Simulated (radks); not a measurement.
Results of a calculation; reference values are marked as such.
The technetium ion Tc3+, 40 electrons, occupied as [Kr] 4d4. Code: a radial shooting solver on a logarithmic mesh with Libxc functionals. Model: scalar-relativistic Kohn-Sham, exchange-only PBE, spin-unpolarised, spherical densities, finite nucleus; Fermi nuclear charge, rms radius 4.4112 fm.

Unscreened Slater integrals over Kohn-Sham orbitals (cm^-1).

integral,value
"F0(4d,4d)",129550
"F2(4d,4d)",65209
"F4(4d,4d)",42706
"F0(4d,4p)",145920
"F2(4d,4p)",71728
"G1(4d,4p)",89504
"G3(4d,4p)",54691
"F0(4d,4s)",150680
"G2(4d,4s)",64706
"F0(4d,3d)",175220
"F2(4d,3d)",32126
"F4(4d,3d)",13885
"G0(4d,3d)",10306
"G2(4d,3d)",11647
"G4(4d,3d)",8779.4
"F0(4p,4p)",170560
"F2(4p,4p)",89765
"F0(4p,4s)",178420
"G1(4p,4s)",121110
"F0(4p,3d)",220930
"F2(4p,3d)",51450
"G1(4p,3d)",16475
"G3(4p,3d)",15945
"F0(4s,4s)",187640
"F0(4s,3d)",239090
"G2(4s,3d)",19636
"F0(3d,3d)",500900
"F2(3d,3d)",247260
"F4(3d,3d)",157210

Derived for the open shells (J is the average intra-shell exchange parameter used in DFT+U). 4d: Racah B = F2/49 - 5 F4/441 = 846.6 cm^-1, C = 35 F4/441 = 3389 cm^-1, C/B = 4.00, F4/F2 = 0.655, J = (F2 + F4)/14 = 7708 cm^-1.
